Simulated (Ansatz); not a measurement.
Cost and result for the atomization energy of `O[SiH2][AsH2]` (8 atoms, 7 bonds).

Total charge 0; spin multiplicity 1. Correlated methods include outer-core shells of As, which these sets cover unevenly. Scalar relativity is left out up to krypton. The structure was optimised at the PBE0-D4/def2-TZVP level. It is one conformer, not always the lowest. Program: Ansatz. All runs use 2 threads of an AMD EPYC 7B13 on a shared host. Times are those of one run each, without the atoms' runs, and a repeat can differ threefold. Electronic energies, without spin–orbit coupling; frozen cores. CCSD(T)/CBS adds CCSD(T) − MP2 in def2-TZVPP to the MP2 limit, and its time is that of the two runs behind it. T1 = 0.011. With those shells the extrapolation isn't a true limit. B3LYP takes the VWN-RPA correlation (the form of Gaussian; ORCA's B3LYP/G). HSE06 is the plane-wave form, built on full-range PBE exchange.

CCSD(T)/CBS is a level of theory with its own doubt, some kJ/mol a heavy atom from the limit and from the frozen cores, so smaller differences don't rank the functionals.

```csv
level,functions,wall time
PBE0-D4/def2-TZVPP,191,2.8 s
BHLYP-D4/def2-TZVPP,191,2.8 s
HSE06-D4/def2-TZVPP,191,3.1 s
CAM-B3LYP-D4/def2-TZVPP,191,3.2 s
CCSD(T)/def2-SVP,89,3.2 s
B3LYP-D4/def2-TZVPP (with forces),191,4 s
B2PLYP/def2-TZVPP,191,4.5 s
PBE-QIDH/def2-TZVPP,191,4.7 s
ωB97X-V/def2-TZVPP,191,6.5 s
ωB97M-V/def2-TZVPP (with forces),191,9 s
MP2/def2-QZVPP,366,16 s
CCSD(T)/def2-TZVPP,191,58 s
CCSD(T)/CBS(def2),–,74 s
```

**Question.** What atomization energy does each give, and how far from CCSD(T)/CBS? (An estimate is asked.)

**Answer.** The calculation gave: 
| level | atomization (kJ/mol) | difference from CCSD(T)/CBS | per bond |
| --- | --- | --- | --- |
| PBE0-D4/def2-TZVPP | 2368.7 | -49.1 | -7.0 |
| BHLYP-D4/def2-TZVPP | 2348.2 | -69.6 | -9.9 |
| HSE06-D4/def2-TZVPP | 2368.6 | -49.2 | -7.0 |
| CAM-B3LYP-D4/def2-TZVPP | 2419.2 | 1.4 | 0.2 |
| CCSD(T)/def2-SVP | 2191.8 | -226.0 | -32.3 |
| B3LYP-D4/def2-TZVPP (with forces) | 2411.4 | -6.4 | -0.9 |
| B2PLYP/def2-TZVPP | 2374.7 | -43.1 | -6.2 |
| PBE-QIDH/def2-TZVPP | 2356.4 | -61.4 | -8.8 |
| ωB97X-V/def2-TZVPP | 2433.6 | 15.8 | 2.3 |
| ωB97M-V/def2-TZVPP (with forces) | 2408.8 | -9.0 | -1.3 |
| MP2/def2-QZVPP | 2384.2 | -33.6 | -4.8 |
| CCSD(T)/def2-TZVPP | 2343.9 | -73.9 | -10.6 |
| CCSD(T)/CBS(def2) | 2417.8 | 0.0 | 0.0 |

In def2-TZVPP, CCSD(T) changes the Hartree–Fock value by +660.1 kJ/mol (the triples alone add +31.5 kJ/mol) and MP2 by +656.5 kJ/mol; breaking electron pairs costs correlation energy, which Hartree–Fock lacks. At CCSD(T), def2-SVP lies −226.0 kJ/mol from the extrapolated value and def2-TZVPP −73.9 kJ/mol: correlation converges slowly with the basis, and small sets miss more of it in the bonded molecule than in its fragments. From r2SCAN to r2SCAN0 (25 % exact exchange), in def2-TZVPP and without D4, the atomization energy moves by −40.6 kJ/mol: exact exchange takes away binding that semilocal exchange gives to molecules.
